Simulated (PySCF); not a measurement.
# CuH3: one-bond stretch

Method: PBE0/[Cu def2-TZVP, H def2-TZVP], no relativity, density fitting, PySCF.

Rigid scan from the singlet minimum (Cu–H 1.504 Å, Cu–H 1.728 Å (×2), H–H 0.782 Å; Cu–H–H 76.9° (×2), H–Cu–H 26.2°, H–Cu–H 166.9° (×2)). Coordinate: the bond from Cu to the last atom (H) scaled, the rest fixed. Energies in kJ/mol from the minimum.

Task: Predict the curve at 0.92, 0.96, 1.00, 1.05, 1.12, 1.20, 1.35, 1.55, 1.80, 2.20.

Result: 
```json
{"scale of one bond": "0.92", "E (kJ/mol)": "11.0", "dipole size (D)": "3.69"}
{"scale of one bond": "0.96", "E (kJ/mol)": "2.5", "dipole size (D)": "3.75"}
{"scale of one bond": "1.00", "E (kJ/mol)": "0.0", "dipole size (D)": "3.81"}
{"scale of one bond": "1.05", "E (kJ/mol)": "3.2", "dipole size (D)": "3.91"}
{"scale of one bond": "1.12", "E (kJ/mol)": "15.9", "dipole size (D)": "4.06"}
{"scale of one bond": "1.20", "E (kJ/mol)": "37.8", "dipole size (D)": "4.26"}
{"scale of one bond": "1.35", "E (kJ/mol)": "88.7", "dipole size (D)": "4.68"}
{"scale of one bond": "1.55", "E (kJ/mol)": "159.7", "dipole size (D)": "–"}
{"scale of one bond": "1.80", "E (kJ/mol)": "238.4", "dipole size (D)": "–"}
{"scale of one bond": "2.20", "E (kJ/mol)": "332.6", "dipole size (D)": "–"}
```

At long bonds a restricted determinant can lie too high, and another spin state can fall below this curve.

Other isomers or separated fragments may lie lower.
